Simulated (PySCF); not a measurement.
**SMILES C#Cc1ccc(S)s1, C6H4S2**

Molfile (atoms numbered from 1):
```
C6H4S2
     RDKit          3D

 12 12  0  0  0  0  0  0  0  0999 V2000
   -3.2500    0.9849    0.0710 C   0  0  0  0  0  0  0  0  0  0  0  0
   -2.1136    0.5919    0.0586 C   0  0  0  0  0  0  0  0  0  0  0  0
   -0.7848    0.1629    0.0370 C   0  0  0  0  0  0  0  0  0  0  0  0
   -0.2867   -1.0717    0.3515 C   0  0  0  0  0  0  0  0  0  0  0  0
    1.1105   -1.1617    0.2197 C   0  0  0  0  0  0  0  0  0  0  0  0
    1.6734    0.0098   -0.1956 C   0  0  0  0  0  0  0  0  0  0  0  0
    3.3839    0.2900   -0.4745 S   0  0  0  0  0  0  0  0  0  0  0  0
    0.4924    1.2572   -0.4347 S   0  0  0  0  0  0  0  0  0  0  0  0
   -4.2476    1.3073    0.0886 H   0  0  0  0  0  0  0  0  0  0  0  0
   -0.9118   -1.8875    0.6665 H   0  0  0  0  0  0  0  0  0  0  0  0
    1.6817   -2.0493    0.4210 H   0  0  0  0  0  0  0  0  0  0  0  0
    3.2537    1.5655   -0.8351 H   0  0  0  0  0  0  0  0  0  0  0  0
  1  2  3  0
  2  3  1  0
  3  4  2  0
  4  5  1  0
  5  6  2  0
  6  7  1  0
  6  8  1  0
  8  3  1  0
  1  9  1  0
  4 10  1  0
  5 11  1  0
  7 12  1  0
M  END
```

Theory: GIAO CAM-B3LYP/pcSseg-1 magnetisability, rotational g tensor and spin-rotation constants, non-relativistic, gas phase (PySCF). Geometry: GFN2-xTB.

**Question.** Give the nuclear spin-rotation constants along the inertial axes (H = +C I·J) beside the isotropic shieldings.

**Answer.** Rotational constants 4.8664, 0.8337, 0.7118 GHz. A star marks the isotopologue with that one atom substituted, in its own axes.
| atom | isotope | Caa (kHz) | Cbb (kHz) | Ccc (kHz) | mean (kHz) | σ (ppm) |
| --- | --- | --- | --- | --- | --- | --- |
| H9 | 1H | 0.150 | -0.089 | -0.083 | -0.007 | 28.7 |
| H10 | 1H | -0.150 | 0.034 | -0.080 | -0.065 | 24.6 |
| H11 | 1H | -0.156 | 0.028 | -0.081 | -0.070 | 25.2 |
| H12 | 1H | -0.554 | 0.038 | -0.086 | -0.201 | 27.9 |
| C1 | 13C* | 0.684 | 0.238 | 0.242 | 0.388 | 92.1 |
| C2 | 13C* | -0.004 | 0.293 | 0.260 | 0.183 | 104.6 |
| C3 | 13C* | 2.251 | 0.268 | 0.124 | 0.881 | 52.2 |
| C4 | 13C* | 2.172 | 0.331 | 0.115 | 0.873 | 40.4 |
| C5 | 13C* | 2.000 | 0.311 | 0.110 | 0.807 | 55.4 |
| C6 | 13C* | 2.444 | 0.307 | 0.127 | 0.960 | 31.9 |
| S7 | 33S* | 1.024 | 0.240 | 0.179 | 0.481 | 511.4 |
| S8 | 33S* | 1.678 | 0.407 | 0.250 | 0.778 | 203.6 |

For the geometry as given, no vibrational averaging.

**Question.** How do the rotational constants and the g tensor change when H9, H10, H11, H12 are replaced by deuterium?

**Answer.** Constants 4.2815, 0.7890, 0.6662 GHz; g -0.0481, -0.0133, 0.0030, against -0.0546, -0.0140, 0.0032 before.
